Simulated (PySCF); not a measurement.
B(F)2(NHMe) (CH4BF2N), SMILES N(C)B(F)F. Atoms are numbered in the order given.

```xyz
9

B      0.0105     0.5682     0.0000
F      0.7267     1.6942     0.0000
F     -1.3193     0.6815     0.0000
N      0.6360    -0.6799     0.0000
C     -0.0274    -1.9684     0.0000
H      1.6497    -0.7048     0.0000
H      0.2297    -2.5657     0.8923
H      0.2297    -2.5657    -0.8923
H     -1.1152    -1.8158     0.0000
```

Coordinates come from a B3LYP-D3(BJ)/def2-SVP optimisation. The values are those of a single conformer.

Computed with PySCF with PBE0/pcSseg-1.

GIAO shieldings, no solvent; atoms listed in one row are averaged. δ = σ(ref) − σ: ¹¹B against BF3 (σ = 88.8 ppm); ¹⁹F against CFCl3 (σ = 167.2 ppm); ¹⁵N against NH3 (σ = 267.4 ppm); ¹³C against TMS (σ = 186.3 ppm); ¹H against TMS (σ = 31.56 ppm), references at their B3LYP-D3(BJ)/def2-TZVP geometries, non-relativistic.

Computed chemical shifts:
```tsv
nucleus	atoms	count	δ (ppm)
¹¹B	B1	1	6.1
¹⁹F	F2	1	-141.1
¹⁹F	F3	1	-148.4
¹⁵N	N4	1	62.2
¹³C	C5	1	30.9
¹H	H7, H8, H9	3	3.00
¹H	H6	1	2.27
```
